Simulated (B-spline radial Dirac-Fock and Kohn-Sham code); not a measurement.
**X-ray lines that fill the M3 vacancy in Hg⁺**

System: the Hg⁺ ion in the configuration 1s2 2s2 2p6 3s2 3p6 3d10 4s2 4p6 4d10 4f14 5s2 5p6 5d10 6s1, inside a Watson sphere of charge -1 and radius 1.8 Å (a model of the Madelung potential; inside it an electron's potential energy is raised by 8.0 eV).

These are calculated numbers from a radial finite-basis atomic code; the model is a relativistic independent-particle model: LDA orbitals of the hole state, radiative multipoles to third order, Auger rates from the Coulomb interaction with a continuum orbital, Dirac-Fock energies.

```tsv
line	multipole	energy (eV)	rate (s⁻¹)	share (%)
M3-M4	E1	466.4	1.84e+11	0.218
M3-M5	E1	557.2	2.96e+12	3.51
M3-N1	E1	2044.2	1.31e+13	15.5
M3-N2	E2	2166.8	3.51e+10	0.0416
M3-N3	E2	2271.5	2.95e+10	0.0350
M3-N4	E1	2471.8	6.57e+12	7.80
Mγ	E1	2491.3	5.10e+13	60.5
M3-O1	E1	–	2.76e+12	3.27
M3-N6	E2	2751.3	8.30e+10	0.0985
M3-N7	E2	2755.4	4.90e+11	0.582
M3-O4	E1	2845.3	7.99e+11	0.948
M3-O5	E1	2847.2	6.12e+12	7.26
M3-P1	E1	2852.7	1.75e+11	0.208
```

The listed lines hold 100.0 % of the radiative rate. A dash stands for an energy that rests on an unreliable hole state. The radiative width is 0.0555 eV in the length form and 0.0550 eV in the velocity form; the two differ because the transition energies are not eigenvalue differences of the potential that gave the orbitals.
